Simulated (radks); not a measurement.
All-electron atom: the ruthenium ion Ru31+ in [Ne] 3s2 3p1.

Calculated with a radial shooting solver on a logarithmic mesh with Libxc functionals: scalar-relativistic Kohn-Sham, PBE, spin-unpolarised, spherical densities, point nucleus.

Energy parts (hartree):
| part | energy |
|---|---|
| total | -3793.46045 |
| kinetic | 3945.45672 |
| electron-nucleus | -8209.94546 |
| Hartree | 551.64403 |
| exchange-correlation | -80.61575 |

Orbitals (lengths in bohr, moments of r in powers of bohr; <r^-3> diverges for s and p1/2; r(90%) holds 90 % of the orbital's charge):
orbital	occ.	eigenvalue (hartree)	<r^4>	r(90%)	<r^-3>	<1/r>
1s	2	-867.9612	5.893e-06	0.0599	-	45.89
2s	2	-174.6833	0.0009885	0.221	-	10.53
2p	6	-163.2150	0.0006949	0.202	3092	10.20
3s	2	-68.17489	0.02839	0.508	-	4.235
3p	1	-64.54233	0.02662	0.502	762.6	4.103

The highest occupied level is 3p at -1756.3 eV. Summed over all electrons, <r^2> = 0.5767 bohr^2, which gives a Langevin (diamagnetic) susceptibility term of -0.457 x 10^-6 cm^3/mol. For comparison, the ionisation energy in NIST's Atomic Spectra Database is 1794 eV (semi-empirical). In exact Kohn-Sham theory the highest level is minus the ionisation energy, but local and semilocal functionals leave it too shallow, through self-interaction and a potential that decays too fast; potentials with the right tail come closer.

Beside tabulated values, note that spin-unpolarised runs miss the spin-polarisation part of the exchange energy of open shells.
